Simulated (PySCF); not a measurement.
Computed properties of TiCl₄, SMILES [Cl][Ti]([Cl])([Cl])[Cl], multiplicity 1

TiCl₄, SMILES [Cl][Ti]([Cl])([Cl])[Cl], multiplicity 1. The structure is a stationary point at PBE0-D3(BJ)/def2-SVP. The multiplicity is an assumed one; no other spin state was optimised. The isomer is the one that the SMILES or the coordinates give; other isomers of the formula were not compared. Other conformers were not sampled. All values are computed for the isolated molecule unless a solvent is named; none is compared with measurement here.

**Structure.** The optimised structure has C3v symmetry. All 9 harmonic modes at PBE0-D3(BJ)/def2-SVP (PySCF) are real, so it is a minimum. With heavy atoms numbered as in [Ti:1]([Cl:2])([Cl:3])([Cl:4])[Cl:5], the shortest bond between them is Ti1–Cl5 at 2.153 Å and the longest Ti1–Cl4 at 2.153 Å.

**Vibrations.** The strongest infrared lines (harmonic, unscaled, degenerate partners summed) lie at 512 cm⁻¹ (398 km/mol, Ti 55 %, Cl 45 %), 134 cm⁻¹ (2 km/mol, Cl 80 %, Ti 20 %). The softest mode is at 116 cm⁻¹ and the zero-point energy is 3.7 kcal/mol.

**Electronic structure.** HF/def2-TZVP (PySCF) places the frontier levels at -12.86 and 0.34 eV, a gap of 13.20 eV, and gives a dipole moment of 0.00 D and a mean polarisability of 76.1 bohr³. PBE/def2-TZVP (PySCF) at the same geometry gives -8.25 and -4.50 eV, so its gap is 9.45 eV narrower. An orbital gap is neither the optical nor the fundamental gap.

**Excitations.** TDDFT-PBE0/def2-SVPD (PySCF) has S1 at 4.23 eV (293 nm, f = 0.000, dark); the most intense of the 10 singlets computed lies at 4.45 eV (f = 0.06). Strengths of degenerate partners are summed. T1 (TDA) is at 4.02 eV. TDDFT-PBE/def2-SVPD (PySCF) puts S1 at 3.68 eV. No vertical singlet excitation falls in the visible range (under 3.1 eV).
